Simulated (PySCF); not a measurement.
## Excitation energy of Al²⁺ by level of theory

Al²⁺ [Ne] 3s1 (2S) → Al²⁺ [Ne] 3p1 (2P), as a difference of total energies. Calculation: PySCF 2.14, in aug-cc-pV(Q+d)Z with one added diffuse shell each of s, p, d, f, g type (8s7p6d4f3g, 114 functions); the non-relativistic Hamiltonian (point nucleus). The calculations carry no spin-orbit coupling.

| method | excitation energy (eV) |
| --- | --- |
| UHF | 6.526 |
| LDA | 6.313 |
| PBE | 6.156 |
| PBE0 | 6.250 |
| r2SCAN | 6.114 |
| M06 | 5.999 |
| r2SCAN0 | 6.256 |
| M06-2X | 6.415 |

A first-order spin-orbit estimate (lowest level to lowest level, LS coupling) adds -0.015 eV.
